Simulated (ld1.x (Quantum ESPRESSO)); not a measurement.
**Zr, RRKJ: configuration errors across variants**

* Element: zirconium (Zr)
* Generator: ld1.x (Quantum ESPRESSO) 7.5
* Type: norm-conserving RRKJ (Kleinman–Bylander form)
* Functional: PBE
* Relativity: scalar-relativistic
* Frozen core: [Ar] 3d10
* Valence charge: 12
* Reference configuration: 4s2 4p6 4d2 5s0 5p0 (charge +2)
* Partial waves: 4s (bound): rc 1.85 bohr; 4d (bound): rc 2.90 bohr; 4p (bound): rc 2.20 bohr
* Local potential: the p channel
* Core correction: a·sin(br)/r model core inside 0.85 bohr

All-electron excitation energies from the reference (eV): (1) 4s2 4p6 4d2 5s2 5p0 -20.077; (2) 4s2 4p6 4d2 5s1 5p0 -12.940; (3) 4s2 4p6 4d1 5s0 5p0 22.627; (4) 4s2 4p6 4d2 5s0 5p2 -13.863; (5) 4s2 4p6 4d1 5s2 5p0 -12.414; (6) 4s2 4p6 4d2.5 5s1.5 5p0 -19.564; (7) 4s2 4p6 4d1 5s2 5p1 -17.074.

3 further variants failed, have other tests or another functional or relativity, and are left out.

Errors AE − PS in meV (a dash: test not solved or not reliable):

```csv
change,(1),(2),(3),(4),(5),(6),(7),bound ghosts
base,+509,+333,+78,+184,+827,+349,+820,none
core correction a·sin(br)/r model core inside 2.08 bohr,+513,+335,+78,+184,+836,+351,+828,none
wave 4d (bound): rc 2.90 bohr becomes 4d (bound): rc 2.48 bohr,+521,+339,+31,+187,+804,+362,+797,none
wave 4p (bound): rc 2.20 bohr becomes 4p (bound): rc 2.40 bohr,+524,+342,+79,+197,+846,+360,+844,none
wave 4s (bound): rc 1.85 bohr becomes 4s (bound): rc 1.68 bohr,+292,+189,+79,+184,+494,+199,+542,none
type TM; local potential the s channel,+1346,+883,+50,+416,+2054,+944,+1986,none
"all radii but the core radius scaled by about 1.34 (s 2.48, p 2.94, d 3.88 bohr)",+2154,+1545,+447,-149,+3478,+1560,+2897,none
```

Question: Give the same row for: local potential the d channel.

Answer: +323, +242, +29, -67, +650, +204, +491; bound ghosts: none.
